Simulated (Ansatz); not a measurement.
Geometry optimisation, RHF/def2-SVP (Ansatz 0.2.0).

input.yaml

```yaml
crystal:
  periodic: [false, false, false]
  atoms:
    - { symbol: Ta, position_ang: [0.0, 0.0, 0.0] }
    - { symbol: "N", position_ang: [2.51, 0.0, 0.0] }
    - { symbol: H, position_ang: [3.04, -0.5118, 0.762] }
    - { symbol: H, position_ang: [3.04, 0.5118, -0.762] }
    - { symbol: F, position_ang: [0.0, 0.0, 1.93] }
    - { symbol: Cl, position_ang: [0.0, 0.0, -2.47] }
    - { symbol: F, position_ang: [-0.965, 1.6714, 0.0] }
    - { symbol: F, position_ang: [-0.965, -1.6714, 0.0] }
    - { symbol: Br, position_ang: [0.9302, 2.2237, -1.7007] }
    - { symbol: H, position_ang: [2.2528, 1.0889, -0.8328] }
basis:
  gaussian: { orbitals: def2-SVP }
hamiltonian:
  xc: hf
relax:
  f_tol: 0.15
  max_steps: 25
  restrain:
    - { distance: [0, 8], at: 2.65, k: 30.0 }
    - { distance: [9, 1], at: 1.06, k: 30.0 }
    - { distance: [0, 1], at: 3.36, k: 30.0 }
    - { distance: [9, 8], at: 2.75, k: 30.0 }
output:
  orbitals: {}
```

Command:

```bash
$ ansatz run input.yaml --threads 4 --pin off --max-ram 5120MiB --backend cpu --events-out ev --progress --plain --runs-dir out
```

Task: Where does it end, and by what steps?

Result: The run converged. The restraints hold the end off the free minimum; the threshold counts their pulls, which the force column leaves out. Restrained pairs: Ta1–Br9 (2.95 → 2.62 Å), N2–H10 (1.39 → 1.03 Å), Ta1–N2 (2.51 → 3.33 Å), Br9–H10 (1.95 → 2.76 Å). After 14 steps the energy has fallen by 8.500 eV (the restraints' own energy left out); F7 moved furthest, 1.40 Å.

```csv
step,energy less start (eV),largest force component (eV/Å),accepted
0,0.0000,5.754,yes
1,-0.0747,5.906,yes
2,-1.2208,5.339,yes
3,-3.8081,4.625,yes
4,-5.8577,4.211,yes
5,-7.0847,2.646,yes
6,-7.8085,1.565,yes
7,-8.1838,1.247,yes
8,-8.3552,1.199,yes
9,-8.4162,1.426,yes
10,-8.4643,1.593,yes
11,-8.4800,1.409,yes
12,-8.4838,1.474,yes
13,-8.4881,1.352,yes
14,-8.5002,1.202,yes
```

```xyz
10
Properties=species:S:1:pos:R:3
Ta -0.454 0.425 -0.279
N 2.848 -0.031 -0.222
H 3.294 -0.254 0.651
H 3.330 -0.511 -0.962
F 0.139 0.628 1.470
Cl -0.052 -0.293 -2.452
F -2.175 1.037 -0.294
F -0.807 -1.344 0.177
Br 0.789 2.674 -0.782
H 2.932 0.981 -0.381
```

The run took 37 s on 4 threads of Arm Neoverse V2 (shared host), peak memory 0.51 GiB.
